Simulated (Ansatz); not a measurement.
Start from `[Cl][Ti]([Cl])([Cl])[I]` and change one atom or group to get `[F][Ti]([Cl])([Cl])[Cl]`.

Ansatz, PBE0-D4/def2-TZVP geometries, multiplicity 1. 

Elements past krypton have def2 core potentials. Scalar relativity is left out up to krypton.

```tsv
property	`[Cl][Ti]([Cl])([Cl])[I]`
HOMO–LUMO gap (PBE/def2-TZVPP) / eV	2.79
LUMO energy (PBE0/def2-TZVPP) / eV	-3.71
LUMO energy (ωB97M-V/def2-TZVPP) / eV	-1.65
ideal-gas entropy at 298 K and 1 bar (rigid rotor, harmonic PBE0-D4/def2-TZVP) / J/(mol·K)	385
size of the dipole moment (PBE/def2-TZVPP) / D	0.55
HOMO–LUMO gap (PBE0/def2-TZVPP) / eV	4.68
```

Task: Give the same properties after the change, and the shifts. (An estimate is asked.)

Result: Ansatz gave: 
```json
{"property": "HOMO–LUMO gap (PBE/def2-TZVPP) / eV", "`[F][Ti]([Cl])([Cl])[Cl]`": "3.80", "shift": "1.01"}
{"property": "LUMO energy (PBE0/def2-TZVPP) / eV", "`[F][Ti]([Cl])([Cl])[Cl]`": "-3.67", "shift": "0.04"}
{"property": "LUMO energy (ωB97M-V/def2-TZVPP) / eV", "`[F][Ti]([Cl])([Cl])[Cl]`": "-1.51", "shift": "0.14"}
{"property": "ideal-gas entropy at 298 K and 1 bar (rigid rotor, harmonic PBE0-D4/def2-TZVP) / J/(mol·K)", "`[F][Ti]([Cl])([Cl])[Cl]`": "353", "shift": "-32"}
{"property": "size of the dipole moment (PBE/def2-TZVPP) / D", "`[F][Ti]([Cl])([Cl])[Cl]`": "0.22", "shift": "-0.33"}
{"property": "HOMO–LUMO gap (PBE0/def2-TZVPP) / eV", "`[F][Ti]([Cl])([Cl])[Cl]`": "5.99", "shift": "1.31"}
```

Dipoles are sizes alone; their direction can turn.

Spin–orbit coupling is left out; it splits and shifts lone-pair levels of the heavy atoms by tenths of an eV.
